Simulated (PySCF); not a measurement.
# Electron correlation in Ta²⁺ (tantalum, charge +2)

[Xe] 4f14 5d2 6p1, one real determinant (an excited configuration). Calculation: PySCF 2.14, in aug-cc-pwCVDZ-PP with ECP60MDF; a scalar-relativistic core potential. Frozen: 5s2 5p6; 3 electrons correlated.

```csv
level,correlation energy (mhartree)
CCSD,-17.29
(T),-0.84
CCSD(T),-18.13
```

Diagnostics: T1 = 0.027, D1 = 0.0617, largest double amplitude 0.248.

Task: Is a single reference adequate?

Result: Not fully. The real determinant used has ⟨L²⟩ near 14 against 20 for a pure G term, so it mixes terms. Spin-orbit coupling, absent here, splits the open shell strongly. A double-excitation amplitude exceeds 0.15, a sign of near-degeneracy.

The reference is one real determinant that mixes LS terms of this configuration.
